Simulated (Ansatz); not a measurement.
```xyz
9

F     1.371   -0.558   -1.921
Si    1.506   -0.305   -0.364
F     3.030    0.000   -0.075
S     0.415    1.404    0.219
Si   -1.496    0.460    0.301
Cl   -1.872   -0.318    2.157
H     1.097   -1.534    0.333
H    -2.499    1.505    0.019
H    -1.552   -0.655   -0.670
```

The species carries charge 0 and has multiplicity 1.

Question: List the B3LYP/def2-TZVPP orbital energies in eV (Ansatz 0.2.0). (Estimate.)

Answer: Ansatz gave: Occupied: -2762.86, -2418.30, -1801.61, -1800.98, -672.12, -672.08, -257.62, -216.38, -196.63, -196.50, -196.50, -160.89, -160.85, -160.77, -145.88, -145.36, -101.25, -101.23, -101.17, -100.73, -100.69, -100.63, -33.38, -32.87, -23.08, -20.66, -16.02, -15.02, -14.11, -13.59, -13.27, -12.46, -12.13, -11.92, -11.31, -10.88, -10.71, -9.61, -9.21, -9.04, -8.17. Lowest empty: -0.52, -0.43, -0.15, -0.02, 0.49, 1.26, 2.01, 2.50.

B3LYP here is the variant with VWN-RPA as its local correlation; programs differ in this.
